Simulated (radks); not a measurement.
Spherical quantum dot in the effective-mass picture: electrons in a parabolic well V = omega^2 r^2 / 2 with omega = 0.23, all in effective atomic units (hartree* = m*/eps^2 hartree, bohr* = eps/m* bohr), one dielectric constant everywhere. Calculated with a radial shooting solver with Libxc functionals: non-relativistic Kohn-Sham, LDA (Slater exchange, Perdew-Wang correlation), spin-polarised, spherical densities. Levels are named by radial order and angular momentum (1s, 1p, 1d, 2s, ...), and open shells are averaged over m.

N = 5, configuration 1s2 1p(up 3, down 0). This is the lowest configuration that the search found. Occupied and some empty levels:

level,occupation,eigenvalue (hartree*),<r> (bohr*)
1s up,1,1.4497,3.187
1s down,1,1.4969,3.170
1p up,3,1.5772,3.872
1p down,0,1.6254,3.923
1d up,0,1.7298,4.400
1d down,0,1.7739,4.477
2s up,0,1.7826,3.876
2s down,0,1.8133,3.923
1f up,0,1.8994,4.853
1f down,0,1.9377,4.938

Energy (hartree*): total 4.85434, kinetic 0.78506, external 1.9055, Hartree 3.1155, exchange-correlation -0.95163.
